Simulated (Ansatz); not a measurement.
`OB(F)[SiH2]Br` → `OBF` + `[SiH]Br` at 700 K and 1 bar (silylene formation by 1,1-elimination).

Program: Ansatz. Geometries: PBE0-D4/def2-TZVP. ΔE: electronic, gas phase. CCSD(T)/CBS is the MP2 limit (def2-TZVPP, def2-QZVPP) plus CCSD(T) − MP2 in def2-TZVPP, frozen cores. This one scheme is used for every species. For Br outer-core shells are correlated without core-valence functions, which leaves a few kJ/mol of doubt a bond. Scalar relativity is left out up to krypton. One conformer a species, not always the lowest.

```csv
species,CCSD(T)/CBS energy (Eh),H − E (kJ/mol),S (J/(mol·K))
`OB(F)[SiH2]Br`,-3064.11870,176.6,458.7
`OBF`,-201.07426,116.8,306.1
`[SiH]Br`,-2862.97869,49.0,302.5
```

H − E and S are ideal-gas, rigid-rotor, harmonic terms from PBE0-D4/def2-TZVP, for one conformer and one mirror image of each species. 1 Eh = 2625.50 kJ/mol, R = 8.31446 J/(mol·K).

Problem. By hand: ΔE, ΔH, ΔS and ΔG.

Solution. ΔE = (-201.07426) + (-2862.97869) − (-3064.11870) = 0.06575 Eh = 172.6 kJ/mol. Δ(H − E) = 116.8 + 49.0 − 176.6 = -10.8, so ΔH = 161.8 kJ/mol. ΔS = 306.1 + 302.5 − 458.7 = 149.9 J/(mol·K). ΔG = 161.8 − 700 × (149.9)/1000 = 56.9 kJ/mol.

Problem. By hand: the equilibrium constant, and the temperature at which ΔG would vanish if ΔH and ΔS stayed fixed.

Solution. log₁₀ K = −ΔG/(RT ln 10) = -4.2. ΔG = 0 at ΔH/ΔS = 1079 K.

The number of gas molecules changes by +1, which sets the sign of ΔS. A doubt of 5 kJ/mol in ΔE shifts log₁₀ K by 0.4 here. Other conformers and mirror images would add mixing entropy, several J/(mol·K) or more a flexible species. Modes under 60 cm⁻¹, often nearly free rotors, make the harmonic entropy too high. These are equilibria of isolated gas molecules and say nothing of rates. Largest T1 diagnostic: 0.013 (customary marks: 0.02 for closed shells, 0.045 for open ones).
